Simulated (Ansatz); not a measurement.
The cluster Sn2Ge5⁺. Charge 1, multiplicity 2. Geometry PBE-D4/def2-SVP; atoms count from 1.

Cartesian coordinates in Å:
```
Ge 1.506 -0.768 0.461
Ge -1.206 -0.088 0.240
Ge -0.321 -1.532 -1.677
Ge -0.258 -2.575 0.784
Ge 0.511 1.173 1.745
Sn 0.867 1.027 -1.557
Sn -1.099 2.763 0.003
```

In the def2 sets Sn takes a core potential; there is no spin–orbit coupling. The structure comes from a short search, and lower isomers may exist.

(1) Estimate the Mulliken populations from the PBE0/def2-SVP orbitals of Ansatz.

(2) Where does the spin sit?

(3) And the Mayer bond orders between heavy atoms (over 0.3)?

Answers

(1) 
| atom | charge (e) | spin (α − β) |
| --- | --- | --- |
| Ge1 | -0.06 | -0.01 |
| Ge2 | -0.30 | 0.01 |
| Ge3 | 0.15 | 0.21 |
| Ge4 | 0.32 | 0.22 |
| Ge5 | 0.14 | 0.25 |
| Sn6 | 0.25 | -0.06 |
| Sn7 | 0.50 | 0.38 |
Mulliken values depend strongly on the basis.

(2) Summed by element: Ge 0.68, Sn 0.32, of 1 unpaired in all. Largest on single atoms: Sn7 0.38, Ge5 0.25, Ge4 0.22.

(3) Ge1–Ge2 0.53 (2.80 Å); Ge1–Ge3 0.34 (2.91 Å); Ge1–Ge4 0.70 (2.55 Å); Ge1–Ge5 0.73 (2.53 Å); Ge1–Sn6 0.60 (2.78 Å); Ge2–Ge3 0.62 (2.56 Å); Ge2–Ge4 0.47 (2.72 Å); Ge2–Ge5 0.60 (2.61 Å); Ge2–Sn6 0.46 (2.96 Å); Ge2–Sn7 0.54 (2.86 Å); Ge3–Ge4 0.61 (2.67 Å); Ge3–Sn6 0.59 (2.82 Å); Ge5–Sn7 0.61 (2.86 Å); Sn6–Sn7 0.52 (3.05 Å).
